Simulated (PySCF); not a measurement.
PySCF job for Si(H)2(Me)(SH) (CH₆SSi), SMILES C[SiH2]S, PBE0/pcJ-1. Coordinates come from a PBE0-D3(BJ)/def2-SVP optimisation. One conformer was computed; it need not be the lowest.

```python
import numpy as np
from pyscf import gto, scf, dft
from pyscf.prop.ssc import rks as ssc

mol = gto.M(
    atom='''
    Si   -0.41944598    0.61981175    0.24383220
    C    -1.84217584   -0.59948668    0.23701798
    S     1.42098888   -0.26837706   -0.43844755
    H    -0.65638968    1.73142978   -0.72296642
    H    -0.24530178    1.19275799    1.61420036
    H    -1.65311081   -1.42762517    0.93746248
    H    -2.77719752   -0.10252308    0.54160524
    H    -1.98131128   -1.02426189   -0.76831276
    H     1.50278783   -1.15618919    0.57741323
    ''',
    basis='pcJ-1',
    charge=0,
    spin=0,
    max_memory=1600,
    verbose=3,
)
mf = dft.RKS(mol, xc='pbe0')
mf.grids.level = 3
mf.conv_tol = 1e-10
mf.max_cycle = 100
mf.kernel()
j = ssc.SSC(mf)
j.with_fcsd = True
j.max_cycle_cphf = 80
j.conv_tol = 1e-7
e11 = j.kernel()
```

Program output:

```
converged SCF energy = -724.59362239607
Reduced spin-spin coupling constant K (Hz)
               #0        #1        #2        #3        #4
        0 Si   0.00000
        1 C   31.76343   0.00000
        2 S  -44.17358   0.15494   0.00000
        3 H   34.03029   0.71615   4.65175   0.00000
        4 H   34.27166   1.32133   0.36842   0.16607   0.00000
        5 H   -1.39357  15.79359  -0.01659   0.36189   0.02243
        6 H   -0.58367  15.67573   0.44044   0.00915  -0.01479
        7 H   -1.50790  16.13830   0.04529   0.03398   0.33142
        8 H   -0.86142   0.05873   7.92647   0.35518   0.08162
               #5        #6        #7        #8
        5 H    0.00000
        6 H   -0.49773   0.00000
        7 H   -0.48487  -0.47863   0.00000
        8 H    0.00693  -0.01273  -0.00847   0.00000
Spin-spin coupling constant J (Hz)
               #0        #1        #2        #3        #4
        0 Si   0.00000
        1 C  -49.55633   0.00000
        2 S   21.05651   0.09342   0.00000
        3 H  -211.10215   5.61959  11.15237   0.00000
        4 H  -212.59945  10.36838   0.88327   5.18130   0.00000
        5 H    8.64479 123.93097  -0.03976  11.29094   0.69985
        6 H    3.62070 123.00616   1.05595   0.28556  -0.46144
        7 H    9.35405 126.63586   0.10859   1.06020  10.34038
        8 H    5.34370   0.46084  19.00338  11.08147   2.54655
               #5        #6        #7        #8
        5 H    0.00000
        6 H  -15.52918   0.00000
        7 H  -15.12799 -14.93332   0.00000
        8 H    0.21617  -0.39729  -0.26423   0.00000
```

The run converged.
